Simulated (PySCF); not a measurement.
Compound: BrGe₂H₅O.
SMILES with atom numbers: `[GeH3:1][O:2][GeH2:3][Br:4]` (hydrogens: H5, H6, H7 on Ge1; H8, H9 on Ge3)

Computed, not measured: PySCF, PBE0-D3(BJ)/def2-SVP geometry optimisation, gas phase.

Q: Give the optimised bond lengths and angles.

A: 
| bond | length (pm) | order |
| --- | --- | --- |
| Ge1–O2 | 179.1 | single |
| O2–Ge3 | 175.7 | single |
| Ge3–Br4 | 231.6 | single |
| Ge1–H5, Ge1–H6, Ge1–H7 | 153.8 | single |
| Ge3–H8, Ge3–H9 | 153.4 | single |

Bonds in one row agree within 1 pm and their mean is given. Orders are formal, as drawn. A selection of angles:
| angle | degrees |
| --- | --- |
| O2–Ge1–H5 | 108.9 |
| O2–Ge1–H6 | 104.9 |
| H5–Ge1–H6 | 111.4 |
| Ge1–O2–Ge3 | 128.7 |
| O2–Ge3–Br4 | 107.7 |
| O2–Ge3–H8 | 110.9 |
| O2–Ge3–H9 | 107.9 |
| Br4–Ge3–H8 | 106.4 |
| Br4–Ge3–H9 | 108.5 |
| H8–Ge3–H9 | 115.1 |

Dihedral angles: Ge1–O2–Ge3–Br4 -40° (synclinal). The mirror-image conformer, all signs reversed, is as good.

The Ge–O distances run from 1.757 Å (O2–Ge3, drawn single) to 1.791 Å (Ge1–O2, drawn single), a spread of 0.034 Å. Ge3 (germanium bonded to Br, O and 2 H) is distorted tetrahedral (angles from 106.4° to 115.1°). Ge1 (germanium bonded to O and 3 H) is distorted tetrahedral (angles from 104.9° to 111.7°).

Point group: C1 (no symmetry element, even within 0.4 Å). No frequency check. The numbers are those of one conformer.
